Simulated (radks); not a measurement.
Values are calculated unless marked as measured or tabulated.
Removal energies from the bromine ion Br3+, [Ar] 3d10 4s2 4p2, by Delta-SCF beside the eigenvalue of the level emptied. Level of theory: scalar-relativistic Kohn-Sham, r2SCAN, spin-polarised, spherical densities, finite nucleus; meta-GGA in the generalised Kohn-Sham scheme; Fermi nuclear charge, rms radius of each element as measured or else 0.836 A^(1/3) + 0.57 fm (a radial shooting solver on a logarithmic mesh with Libxc functionals). Open shells are filled with parallel spins first.

removed from        final configuration  Delta-SCF (eV)  -eigenvalue (eV)
4p                    [Ar] 3d10 4s2 4p1          47.277            41.415
4s                    [Ar] 3d10 4s1 4p2          58.334            52.879
3d                     [Ar] 3d9 4s2 4p2          120.11            106.14
3p            [Ne] 3s2 3p5 3d10 4s2 4p2          230.05            215.95
